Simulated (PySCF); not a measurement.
# Br²⁺ (bromine, charge +2) across methods

[Ar] 3d10 4s1 4p3 5s1, high-spin 6S determinant (an excited configuration). Calculation: PySCF 2.14, in aug-cc-pVDZ-DK (6s5p3d, 36 functions); the spin-free X2C one-electron Hamiltonian (Gaussian nucleus). The B2PLYP total includes its PT2 part (frozen core); its orbital energies are those of the SCF part.

```
 method  E (hartree)  mean ε 4s α (eV)  mean ε 4p α (eV)  mean ε 5s α (eV)  Σ⟨r²⟩ (bohr²)   ⟨S²⟩
    LDA    -2600.068           -49.254           -34.891           -14.966          36.74  8.750
   PBE0    -2603.557           -52.147           -36.615           -15.277          37.06  8.750
    PBE    -2603.489           -49.217           -34.856           -14.716          36.90  8.750
 r2SCAN    -2603.826           -50.664           -35.656           -14.701          37.35  8.751
 B2PLYP    -2603.408           -54.932           -38.101           -15.680          37.34  8.750
    UHF  -2602.20974           -60.123           -41.188           -16.651          37.78  8.751
wB97M-V    -2603.637           -54.728           -38.909           -16.924          37.01  8.751
   TPSS    -2603.753           -49.551           -35.002           -14.588          37.10  8.751
  wB97X    -2603.873           -54.675           -38.944           -16.741          37.17  8.751
```

The outer electron is Rydberg-like, and this basis confines it to a smaller radius and binds it less than a complete one would.
